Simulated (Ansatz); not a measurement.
Program: Ansatz 0.2.0.

A structure relaxed at PBE0-D4/def2-TZVP, charge 0, multiplicity 1:

```xyz
15

C    -2.4006    1.3862   -1.5107
N    -1.5995    2.0274   -0.7833
In    0.1222    1.0845   -0.0798
N     1.2484    2.4213    0.8961
Si    0.7623   -1.3578   -0.5301
C     0.6393   -2.3343    1.1012
F     1.2068   -1.6035    2.1432
H    -2.2899    0.3343   -1.8355
H    -3.3149    1.8735   -1.8867
H     0.8653    3.3158    1.1575
H     2.0078    2.1584    1.5022
H    -0.1515   -2.0192   -1.5042
H     2.1473   -1.4575   -1.0678
H     1.1628   -3.2934    1.0404
H    -0.4058   -2.5355    1.3575
```

Problem. Give its formula and SMILES.

Solution. C2H8FInN2Si, `C=[N][In]([NH2])[SiH2]CF`.

Problem. Point group (tolerance 0.08 Å, 0.16 Å for H)?

Solution. C1.

Problem. Summarise the bond lengths by kind.

Solution. 1 × C–N 1.258 Å; 4 × C–H 1.094 to 1.107 Å; 2 × In–N 2.002 to 2.085 Å; 1 × In–Si 2.565 Å; 2 × H–N 1.007 to 1.008 Å; 1 × C–Si 1.905 Å; 2 × H–Si 1.489 to 1.490 Å; 1 × C–F 1.393 Å.
